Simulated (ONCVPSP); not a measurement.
**How hard is this K ONCV potential?**

ONCVPSP 4.0.1 input, shortened (lines: element, Z, core and valence counts, functional; n l f; lmax; l rc ep ncon nbas qcut; lloc lpopt rc5 dvloc0; l nproj debl; icmod fcfact rcfact), revPBE, scalar-relativistic:

```
  K 19.00    3    4  -102130      upf
    1    0    2.00
    2    0    2.00
    2    1    6.00
    3    0    2.00
    3    1    6.00
    3    2    0.50
    4    0    0.50
    2
    0    2.50    0.00    5    9    4.80
    1    2.10    0.00    4    7    8.10
    2    4.00    0.00    3    7    2.10
    4    3    1.40    6.00
    0    2    0.90
    1    2    3.90
    2    1    3.80
    1    0.55    0.00
```

Task: For each optimised wave give the share of its norm inside rc, the residual kinetic energy above qcut (Ha) and the cutoffs (Ha) for errors of 10, 1, 0.1 and 0.01 mHa per electron.

Result:

```tsv
wave	norm inside rc	residual KE	10 mHa	1 mHa	0.1 mHa	0.01 mHa
3s	0.980	4.1e-06	3.3	4.5	7.6	10.6
4s	0.064	4.1e-06	2.1	3.5	7.3	10.6
3p	0.870	7.9e-09	9.1	12.6	15.7	18.4
p projector 2	0.151	1.2e-08	10.1	13.6	16.0	17.9
3d	0.118	1.7e-03	1.4	2.9	12.2	not reached
```

The occupied waves need 13 Ha and 16 Ha for 1 and 0.1 mHa. 1 of 4 tests not solved or not reliable.
